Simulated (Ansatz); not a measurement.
A made-up structure of LiB2H2O, doublet:

Li1  (-1.458, -1.266, 0.100)
B2  (0.663, -1.150, 0.077)
O3  (1.428, -0.117, -0.001)
B4  (0.047, 0.540, -0.039)
H5  (-0.347, 0.923, -1.113)
H6  (1.366, -2.030, 0.308)
(Å)

It is relaxed with PBE-D4/def2-SVP and then PBE0-D4/def2-TZVP (Ansatz 0.2.0). Atoms count as bonded within 1.22 times the sum of their covalent radii (H–H: 0.88 Å). The end point is not checked to be a true minimum.

Problem. Does its bonding change? (A judgement: the text doesn't fix the answer.)

Solution. Computed: No: no bond forms or breaks.

Where it ends: The first stage lowers the energy by 1.16 eV in 11 steps. It ends as LiB₂H₂O ([Li]1[BH]2[O][BH]12):
| atom | x (Å) | y (Å) | z (Å) |
| --- | --- | --- | --- |
| Li1 | -1.3357 | -1.3106 | -0.0516 |
| B2 | 0.7898 | -1.0842 | 0.1320 |
| O3 | 1.5191 | 0.0896 | -0.1545 |
| B4 | 0.1303 | 0.2238 | -0.3682 |
| H5 | -0.5328 | 1.1405 | -0.7420 |
| H6 | 1.1294 | -2.1592 | 0.5177 |

Labels in which every atom is bracketed show which atoms are joined, not bond orders.

For scale, one of the runs: PBE0-D4/def2-TZVP relaxation, 119 basis functions, launched by `ansatz run in.yaml --threads 2 --pin off --events-out ev --progress --plain --max-ram 4352MiB`. The run took about 12 s on 2 CPU threads of an Arm Neoverse V2 (shared host).
